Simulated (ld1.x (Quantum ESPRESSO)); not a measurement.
# Before and after: ultrasoft potential for Ta (Z = 73)

ld1.x (Quantum ESPRESSO) 7.5 input, shortened:

```
&input
   title='Ta', zed=73., rel=1, dft='PW91', iswitch=3,
   config='[Xe] 4f14 5d3 6s1 6p0'
 /
 &inputp
   pseudotype=3, tm=.true., lloc=-1, rcloc=3.45,
   nlcc=.false.,
   which_augfun='PSQ', rmatch_augfun_nc=.true.
 /
6
6S  1  0   1.00   0.00  2.45  3.35  0.0
6S  1  0   0.00   0.55  2.45  3.35  0.0
6P  2  1   0.00   0.00  2.90  3.55  0.0
6P  2  1   0.00   0.05  2.90  3.55  0.0
5D  3  2   3.00   0.00  2.70  2.90  0.0
5D  3  2   0.00   1.60  2.70  2.90  0.0
 &test
   configts(1)='5d3 6s1 6p0'
 /
```

All-electron outer shells of the reference configuration (PW91, scalar-relativistic, ld1.x):

```
shell  level (eV)  outermost node (bohr)  outermost maximum (bohr)
   4f      -31.98                      –                      0.44
   6s      -11.68                   1.32                      2.68
   5d      -10.56                   0.65                      1.56
   6p       -6.67                   1.58                      3.48
```

Change: wave 5d channel at 1.6 Ry: rcut 2.70, rcutus 2.90 bohr becomes 5d channel at -0.64 Ry: rcut 2.70, rcutus 2.90 bohr.

Cutoffs: the cutoffs (Ry, on a coarse ladder) from which the occupation-weighted sum of valence levels, in a spherical-Bessel basis at the reference potential, stays within 10 and 1 mRy of its value at 400 Ry; they do not see the model core or the augmentation charge, which bear on the density cutoff. Errors are all-electron minus pseudo energies relative to the spin-unpolarised reference configuration.

Task: What does the change do?

Result: The potential gets neither clearly harder nor softer (12 Ry and 15 Ry → 12 Ry and 15 Ry); of the 7 tests that both files solve, the error grows in 4 and shrinks in 1 by more than 15 % and 0.3 meV (median size 38.0 → 43.5 meV); neither file shows a bound ghost.

| quantity | base | changed |
| --- | --- | --- |
| cutoff, loose | 12 Ry | 12 Ry |
| cutoff, tight | 15 Ry | 15 Ry |
| bound ghosts | none | none |
| error for 5d3 6s2 6p0, meV [ΔE -8.53 eV] | +7.6 | +9.8 |
| error for 5d3 6s0 6p0, meV [ΔE 15.03 eV] | +39 | +43 |
| error for 5d2 6s0 6p0, meV [ΔE 38.71 eV] | +18 | -15 |
| error for 5d4 6s0 6p0, meV [ΔE 1.43 eV] | -58 | -69 |
| error for 5d2 6s2 6p1, meV [ΔE -5.52 eV] | -38 | -46 |
| error for 5d3.5 6s1.5 6p0, meV [ΔE -7.54 eV] | -1.8 | -1.6 |
| error for 5d1 6s0 6p0, meV [ΔE 73.83 eV] | -240 | -347 |
| s: phases at 3.87 bohr within 0.05 rad from the reference energy up to (Ry; the scan ends near 5) | 2.5 | 2.5 |
| p: phases at 3.87 bohr within 0.05 rad from the reference energy up to (Ry; the scan ends near 5) | 1.6 | 1.6 |
| d: phases at 3.87 bohr within 0.05 rad from the reference energy up to (Ry; the scan ends near 5) | 3.4 | 3.4 |
| lowest overlap eigenvalue by channel | s 0.48, p 0.55, d 0.85 | s 0.48, p 0.55, d 0.96 |
